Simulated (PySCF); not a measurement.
## Electronic absorption of C4H5O3PS

C4H5O3PS.
SMILES with atom numbers: `[O:1]=[P:2]([OH:3])([OH:4])[c:5]1[cH:6][cH:7][cH:8][s:9]1` (hydrogens: H10 on O3; H11 on O4; H12 on C6; H13 on C7; H14 on C8)

Level of theory: TDDFT wB97X-D/def2-SVPD, vertical, gas phase, core orbitals frozen in the response in PySCF 2.14.0, density-fitted response routines. The structure is a single GFN2-xTB conformer in the gas phase; no vibrational or solvent corrections. Torsions of this conformer, `[O:1]=[P:2]([OH:3])([OH:4])[c:5]1[cH:6][cH:7][cH:8][s:9]1`: O1–P2–C5–C6 -2°, H–O3–P2–O1 19°, H–O4–P2–O1 166°.

```json
{"state": "S1", "λ (nm)": "221.6", "E (eV)": "5.59", "f": "0.142", "|μ| (D)": "2.58", "main configurations (H = HOMO, L = LUMO)": "H→L (83%), H-1→L (12%)"}
{"state": "S2", "λ (nm)": "213.5", "E (eV)": "5.81", "f": "0.120", "|μ| (D)": "2.33", "main configurations (H = HOMO, L = LUMO)": "H-1→L (78%), H→L (13%)"}
{"state": "S3", "λ (nm)": "194.9", "E (eV)": "6.36", "f": "0.0008", "|μ| (D)": "0.19", "main configurations (H = HOMO, L = LUMO)": "H-1→L+1 (32%), H→L+1 (27%), H-1→L+2 (12%)"}
{"state": "S4", "λ (nm)": "192.9", "E (eV)": "6.43", "f": "0.0014", "|μ| (D)": "0.24", "main configurations (H = HOMO, L = LUMO)": "H→L+1 (33%), H-1→L+1 (24%), H→L+2 (12%)"}
{"state": "S5", "λ (nm)": "178.3", "E (eV)": "6.96", "f": "0.0002", "|μ| (D)": "0.08", "main configurations (H = HOMO, L = LUMO)": "H-2→L (85%)"}
{"state": "S6", "λ (nm)": "170.8", "E (eV)": "7.26", "f": "0.0038", "|μ| (D)": "0.37", "main configurations (H = HOMO, L = LUMO)": "H→L+2 (49%), H→L+4 (15%), H→L+3 (15%)"}
{"state": "S7", "λ (nm)": "167.9", "E (eV)": "7.39", "f": "0.0018", "|μ| (D)": "0.26", "main configurations (H = HOMO, L = LUMO)": "H→L+3 (30%), H→L+2 (17%), H→L+4 (12%)"}
{"state": "S8", "λ (nm)": "165.8", "E (eV)": "7.48", "f": "0.010", "|μ| (D)": "0.61", "main configurations (H = HOMO, L = LUMO)": "H-1→L+2 (65%), H-1→L+1 (21%)"}
```

Triplets (Tamm–Dancoff): T1 3.77 eV, H→L (92%); T2 4.46 eV, H-1→L (95%); T3 6.08 eV, H-1→L+1 (40%), H-1→L+2 (18%), H→L+1 (11%).

The lowest singlet lies at 5.59 eV (222 nm, ultraviolet) and is of moderate strength; its leading configuration is HOMO→LUMO (83%). The lowest level is also the most intense of those listed (f = 0.142). Löwdin shares by element: HOMO carbon 82% (atoms not listed hold the other 18%); LUMO carbon 55% or more, sulfur 20% (atoms not listed hold the other 25%). Weighted by f, the mean energy of these states is 5.80 eV. The listed states span 1.88 eV, and the widest gap between neighbours is 0.55 eV (S2 to S3). The oscillator strengths of these states sum to 0.280; summed over the whole spectrum of an exact calculation they would give the number of electrons, 84 (Thomas–Reiche–Kuhn). The window holds the lowest 8 singlets.
